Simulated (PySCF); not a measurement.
Ga(Cl)2(SH) (Cl2GaHS), SMILES [Ga]([Cl])([SH])[Cl]. Geometry: PBE-D3(BJ)/def2-SVP. One conformer was computed; it need not be the lowest.

Problem. Give the equilibrium geometry at PBE-D3(BJ)/def2-SVP (PySCF confirms it by a frequency run) as bond lengths and angles, and its point group. (The exact figures need the calculation; the answer reports its results.)

Solution. This is not unique; one that fits is point group Cs.
Atoms: Ga1 Cl2 Cl3 S4 H5. Bond lengths (Å): Ga1–Cl2 2.147, Ga1–Cl3 2.153, Ga1–S4 2.198, S4–H5 1.364. Angles (°): Cl2–Ga1–Cl3 118.6, Cl2–Ga1–S4 120.5, Cl3–Ga1–S4 121.0, Ga1–S4–H5 91.6.
Charge 0, spin multiplicity 1.
